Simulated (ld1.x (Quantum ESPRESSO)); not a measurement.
**Pseudopotential generation for Br: PAW, PBE, non-relativistic.**

- Element: Br
- Generator: ld1.x (Quantum ESPRESSO) 7.5
- Type: PAW
- Functional: PBE
- Relativity: non-relativistic
- Frozen core: [Ar] 3d10
- Valence charge: 7
- Reference configuration: 4s2 4p3 (charge +2)
- Partial waves: 4s (bound): rcut 1.25, rcutus 1.50 bohr; 4s channel at -0.2 Ry: rcut 1.25, rcutus 1.50 bohr; 4p (bound): rcut 1.15, rcutus 1.30 bohr; 4p channel at 0.1 Ry: rcut 1.15, rcutus 1.30 bohr
- Local potential: all-electron potential smoothed inside 1.30 bohr (lloc = -1)
- Core correction: a·sin(br)/r model core inside 1.10 bohr
- Augmentation charge: PSQ, inside the norm-conserving radii

All-electron outer shells of the reference configuration (PBE, non-relativistic, ld1.x):

```json
{"shell": "4s", "level (eV)": "-40.96", "outermost node (bohr)": "0.68", "outermost maximum (bohr)": "1.41"}
{"shell": "4p", "level (eV)": "-28.20", "outermost node (bohr)": "0.71", "outermost maximum (bohr)": "1.60"}
```

Problem. Estimate the cutoffs (Ry, on a coarse ladder) from which the occupation-weighted sum of valence levels, in a spherical-Bessel basis at the reference potential, stays within 10 and 1 mRy of its value at 400 Ry.

Solution. 30 Ry and 45 Ry.

Problem. Does the potential have ghost states?

Solution. Ghost state, extra bound levels that the all-electron valence spectrum of the same l lacks: d at -16.5 eV. A true bound ghost makes a file unfit for plane-wave use.

Problem. Is the overlap operator S = 1 + Σ q|β⟩⟨β| positive definite (Bessel basis up to 400 Ry)?

Solution. Yes: its lowest eigenvalue is 0.41 (s channel).

Problem. Which valence shell sets the plane-wave cutoff?

Solution. 4p: its level needs 35 Ry to come within 1 mRy, against 21 Ry for 4s.

Its largest configuration-test error is -14 meV (4s2 4p2). Test run stopped at test 4 of 7 (negative rho).
